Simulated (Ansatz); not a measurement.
A CCSD(T) single point on C$_{4}$H$_{8}$Ge, SMILES `C=C=C[CH2][GeH3]`.

```yaml
crystal:
  periodic: [false, false, false]
  atoms:
    - {symbol: C, position_ang: [-0.782062, 1.729702, 2.065233]}
    - {symbol: C, position_ang: [-0.675208, 0.649775, 1.348978]}
    - {symbol: C, position_ang: [-0.568996, -0.428409, 0.625094]}
    - {symbol: C, position_ang: [-0.508484, -0.456117, -0.867574]}
    - {symbol: Ge, position_ang: [1.310127, -0.872645, -1.503182]}
    - {symbol: H, position_ang: [0.095397, 2.279084, 2.392953]}
    - {symbol: H, position_ang: [-1.751992, 2.117159, 2.362428]}
    - {symbol: H, position_ang: [-0.489663, -1.382844, 1.143658]}
    - {symbol: H, position_ang: [-0.803358, 0.506176, -1.288586]}
    - {symbol: H, position_ang: [-1.181781, -1.219528, -1.266860]}
    - {symbol: H, position_ang: [1.321709, -1.017639, -3.036535]}
    - {symbol: H, position_ang: [1.785255, -2.193935, -0.872369]}
    - {symbol: H, position_ang: [2.269556, 0.254418, -1.088338]}
basis:
  gaussian: {orbitals: def2-TZVPP}
correlation: {method: ccsd_t}
```

```sh
$ ansatz run in.yaml --threads 2 --pin off --events-out ev --progress --plain --max-ram 22528MiB --backend cuda --devices 0, --max-vram 18GiB
```

The program prints (abridged):

```
Functional definition: HF
  name "HF"
  cite "Fock, Z. Phys. 61, 126 (1930) doi:10.1007/BF01340294"
  parent pbe
  exchange = exact_x
  correlation = 0
1692 factors; integrals over basis functions are off by at most 9.5e-4 eV
mean field evaluation 1: about -60717.9940 eV, gradient 3.3e1 eV
mean field evaluation 2: about -60718.2502 eV, gradient 3.3e1 eV
mean field evaluation 4: about -60721.6823 eV, gradient 4.5e0 eV
mean field evaluation 8: about -60721.7432 eV, gradient 2.6e-1 eV
mean field -60721.74364374 eV, -2231.4829202315 hartree, gradient 1.9e-6 eV, S^2 0.000000; 0 other end points of the search recorded, 0 dependent functions left out
13 core orbitals not correlated: weight in the atoms' cores, before any rotation towards them, 1.000 or more for the frozen orbitals, at most 0.000 for the correlated occupied ones
reference -60721.74364374 eV, -2231.4829202315 hartree; 19, 19 occupied and 252, 252 virtual orbitals, 1692 factors
second order -24.77876023 eV of doubles, -0.00000000 eV of singles
cycle   1  -25.07964021 eV  change   -3.0e-1 eV  update   1.2e-1
cycle   2  -25.83737113 eV  change   -7.6e-1 eV  update   3.6e-2
cycle   3  -25.96567040 eV  change   -1.3e-1 eV  update   1.7e-2
cycle   4  -25.95857538 eV  change    7.1e-3 eV  update   4.5e-3
cycle   5  -25.95997742 eV  change   -1.4e-3 eV  update   1.7e-3
cycle   6  -25.96026658 eV  change   -2.9e-4 eV  update   4.9e-4
cycle   7  -25.96022470 eV  change    4.2e-5 eV  update   1.6e-4
cycle   8  -25.96028887 eV  change   -6.4e-5 eV  update   6.1e-5
cycle   9  -25.96031051 eV  change   -2.2e-5 eV  update   1.9e-5
perturbative correction -1.14306678 eV, -0.0420069294 hartree
Total energy: -60748.84702103 eV, -2232.4789509756 hartree
```

Hardware: 2 threads of an AMD EPYC 7R13 on a shared host and a share of an NVIDIA H100 80 GB. Wall time 5.5 s, peak host memory 0.86 GiB.

The correlation energy is -27.103 eV, 4.2 % of it from (T); the T1 diagnostic reads 0.0116.
